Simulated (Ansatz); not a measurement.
`FC(F)(F)c1cc2sc(-c3cc4sc(-c5cc6sc(C(F)(F)F)cc6s5)cc4s3)cc2s1`. Total charge 0; singlet. Geometry PBE-D4/def2-SVP.

```xyz
38

F     0.408   -5.131   -9.092
C     1.024   -5.666   -8.008
F     0.498   -6.904   -7.836
F     2.334   -5.808   -8.311
C     0.855   -4.815   -6.787
C     1.854   -4.130   -6.116
C     1.320   -3.410   -5.016
S     1.980   -2.380   -3.778
C     0.380   -2.149   -3.059
C     0.237   -1.321   -1.887
C     1.228   -0.624   -1.192
C     0.696    0.075   -0.084
S     1.358    1.103    1.155
C    -0.238    1.322    1.886
C    -0.381    2.149    3.059
C     0.611    2.842    3.755
C     0.074    3.551    4.858
S     0.739    4.588    6.088
C    -0.854    4.814    6.788
C    -1.023    5.665    8.008
F    -2.333    5.806    8.313
F    -0.404    5.133    9.092
F    -0.499    6.904    7.835
C    -1.854    4.130    6.117
C    -1.320    3.411    5.016
S    -1.981    2.381    3.777
C    -1.229    0.625    1.191
C    -0.697   -0.075    0.083
S    -1.360   -1.102   -1.156
C    -0.611   -2.842   -3.755
C    -0.074   -3.552   -4.858
S    -0.738   -4.590   -6.087
H     2.908   -4.162   -6.419
H     2.285   -0.633   -1.488
H     1.670    2.826    3.466
H    -2.907    4.162    6.419
H    -2.287    0.633    1.487
H    -1.670   -2.827   -3.466
```

Single mean-field runs in def2-SVP, def2-TZVP are fitted with def2-universal-jkfit.

Task: Estimate the orbital energies around the gap (eV) in Ansatz with PBE-D4/def2-SVP, PBE-D4/def2-TZVP, r2SCAN-D4/def2-TZVP, PBE0-D4/def2-SVP, PBE0-D4/def2-TZVP.

Result: 
| orbital | PBE-D4/def2-SVP | PBE-D4/def2-TZVP | r2SCAN-D4/def2-TZVP | PBE0-D4/def2-SVP | PBE0-D4/def2-TZVP |
| --- | --- | --- | --- | --- | --- |
| HOMO−9 | -8.21 | -8.27 | -8.63 | -9.66 | -9.65 |
| HOMO−8 | -7.55 | -7.61 | -7.91 | -8.87 | -8.84 |
| HOMO−7 | -7.50 | -7.55 | -7.86 | -8.81 | -8.78 |
| HOMO−6 | -7.47 | -7.53 | -7.82 | -8.76 | -8.73 |
| HOMO−5 | -6.87 | -6.93 | -7.17 | -8.06 | -8.02 |
| HOMO−4 | -6.20 | -6.27 | -6.51 | -7.33 | -7.32 |
| HOMO−3 | -6.14 | -6.20 | -6.44 | -7.26 | -7.24 |
| HOMO−2 | -5.97 | -6.03 | -6.27 | -7.10 | -7.07 |
| HOMO−1 | -5.89 | -5.95 | -6.15 | -6.93 | -6.90 |
| HOMO | -5.01 | -5.06 | -5.20 | -5.86 | -5.82 |
| LUMO | -3.16 | -3.25 | -3.25 | -2.72 | -2.73 |
| LUMO+1 | -2.42 | -2.53 | -2.48 | -1.83 | -1.87 |
| LUMO+2 | -1.63 | -1.81 | -1.70 | -0.89 | -1.00 |
| LUMO+3 | -1.19 | -1.44 | -1.29 | -0.34 | -0.54 |
| LUMO+4 | -0.96 | -1.32 | -1.13 | -0.01 | -0.30 |
| LUMO+5 | -0.90 | -1.29 | -1.10 | 0.07 | -0.28 |
